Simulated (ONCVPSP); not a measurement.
molybdenum (Mo): ONCV pseudisation with LDA (Perdew-Wang 92), scalar-relativistic reference atom.

| Property | Result |
| --- | --- |
| Element | molybdenum (Mo) |
| Generator | ONCVPSP 4.0.1 |
| Type | optimised norm-conserving Vanderbilt (ONCV) |
| Functional | LDA (Perdew-Wang 92) |
| Relativity | scalar-relativistic |
| Frozen core | [Ar] 3d10 |
| Valence charge | 14 |
| Reference configuration | 4s2 4p6 4d4 (charge +2) |
| Partial waves | 4s: rc 1.70 bohr, ncon 3, nbas 8, qcut 7.8 1/bohr, 1 projector; 4p: rc 1.50 bohr, ncon 3, nbas 7, qcut 9 1/bohr, 1 projector; 4d: rc 2.60 bohr, ncon 4, nbas 8, qcut 5.1 1/bohr, 2 projectors, debl 1.2 Ha |
| Local potential | polynomial inside 1.50 bohr (lpopt 2, dvloc0 2 Ha) |
| Core correction | polynomial model core, fcfact 0.42 |

**Question.** Estimate the cutoffs (Ha) at which the residual kinetic energy of the hardest occupied pseudo-wave falls to 1 and 0.1 mHa per electron.

**Answer.** 26 Ha and 31 Ha.

**Question.** Does the potential have ghost states?

**Answer.** No bound ghost flagged; no localised positive-energy state flagged.

**Question.** Which valence shell sets the plane-wave cutoff?

**Answer.** 4p: 26 Ha for 1 mHa per electron, against 20 Ha for 4s.

**Question.** Tests: 4s2 4p6 4d5 5s1; 4s2 4p6 4d5; 4s2 4p6 4d3; 4s2 4p6 4d5 5p1. Which has the largest error in its energy relative to the reference configuration, and how large is it?

**Answer.** 4s2 4p6 4d5 5s1, with +332 meV (all-electron minus pseudo) on -22.88 eV.
